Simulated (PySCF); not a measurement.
HOSi, SMILES [OH+]=[Si] (connectivity only; charge and spin as stated), charge +1, multiplicity 1.

Coordinates come from a B3LYP-D3(BJ)/def2-TZVPD optimisation. The isomer is the one that the SMILES or the coordinates give; other isomers of the formula were not compared.

Lowest vertical singlet excitation by several levels in PySCF, with rough processor times relative to the cheapest run on one machine. Each run also gave further roots (ADC and EOM-CCSD ionised and attached states too); roots are paired by order and the bases differ. EOM-CCSD serves as a yardstick, not as the true value; all levels that ended soundly for this molecule are listed, with differences from unrounded values.

```json
[
 {"level": "EOM-CCSD/aug-cc-pVDZ", "relative cost": "1"},
 {"level": "TDA-CAM-B3LYP/def2-TZVPD", "relative cost": "1"},
 {"level": "TDDFT-ωB97X/def2-TZVPD", "relative cost": "2"},
 {"level": "ADC(3)/aug-cc-pVDZ", "relative cost": "10"}
]
```

### Question
Give S1 at each level and its distance from EOM-CCSD. (The exact figures need the calculation; the answer reports its results.)

### Answer

| level | S1 (eV) | S1 minus EOM-CCSD (eV) |
|---|---|---|
| EOM-CCSD/aug-cc-pVDZ | 7.77 | 0.00 |
| TDA-CAM-B3LYP/def2-TZVPD | 7.55 | -0.21 |
| TDDFT-ωB97X/def2-TZVPD | 7.55 | -0.21 |
| ADC(3)/aug-cc-pVDZ | 7.53 | -0.24 |
